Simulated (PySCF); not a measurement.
Constitutional and geometric isomers with formula C3H5N. Gas-phase values, no solvent. One relaxed conformer stands for each flexible species; it need not be the lowest. Strings in code marks are SMILES.

Quantity: vertical ionisation energy (energy after one electron is removed minus that of the parent at the parent's geometry), in eV.

Case: `NC1=CC1`. Geometry of `NC1=CC1` (neutral, multiplicity 1, Å):

```xyz
9

N     -1.5358    -0.3409     0.1047
C     -0.1920    -0.2077     0.0628
C      1.0145    -0.6548     0.2102
C      0.8662     0.8153    -0.0929
H     -1.9086    -1.2749     0.0586
H     -2.0723     0.3515    -0.3887
H      1.7079    -1.4423     0.4385
H      1.1023     1.1969    -1.0907
H      1.0177     1.5570     0.6974
```

Task: Predict the vertical ionisation energy (energy after one electron is removed minus that of the parent at the parent's geometry) from B3LYP-D3(BJ)/def2-TZVP // PBE0-D4/def2-TZVP (PySCF).

Result: 8.08 eV.
